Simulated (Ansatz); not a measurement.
Reaction (SMILES): BN (BH2-NH2) → B atom + 4 H atom + N atom
B3LYP-D3(BJ)/def2-TZVP geometries, fixed; electronic energies without zero-point terms.
Largest species:
```
B
N 1 1.3876
H 2 1.0069 1 123.31
H 2 1.0069 3 113.37 1 180.00
H 1 1.1928 2 119.04 3 0.00
H 1 1.1928 5 121.92 2 180.00
```
Charge 0, spin multiplicity 1.

Basis-set convergence of the atomisation energy at PBE0 with Ansatz (an electronic-structure program). All functions are spherical. The program fits the integrals of some runs and decomposes those of others, by size. Open shells are unrestricted. No added dispersion term, no relativity. Functions are those of the species that has most. Reference: the value in aug-pcseg-3, 501.88 kcal/mol, itself unsure by roughly 0.16 kcal/mol (its mean distance from aug-cc-pVQZ, cc-pV5Z, def2-QZVPPD). Deviations are taken from unrounded values.

```json
[
 {"basis": "pcseg-0", "functions": "26"},
 {"basis": "pcseg-1", "functions": "48"},
 {"basis": "aug-pcseg-1", "functions": "82"},
 {"basis": "pcseg-2", "functions": "116"},
 {"basis": "aug-pcseg-2", "functions": "184"},
 {"basis": "pcseg-3", "functions": "252"},
 {"basis": "aug-pcseg-3", "functions": "366"}
]
```

**Question.** Which is the smallest pcseg set listed that can be trusted to 1 kcal/mol here, that is, within that of the reference together with its larger relatives (same family, alike in diffuse functions; a set with none to test it counts only in the reference's own line)?

**Answer.** The smallest set listed that lies within 1 kcal/mol of the reference with all its larger relatives (same family, alike in diffuse functions; a set with none counts only in the reference's own line) is pcseg-2 (116 functions, -0.09 kcal/mol off). Value minus reference: pcseg-0 -16.09, pcseg-1 -5.91, aug-pcseg-1 -3.99, pcseg-2 -0.09, aug-pcseg-2 0.08, pcseg-3 0.00, aug-pcseg-3 0.00 kcal/mol.
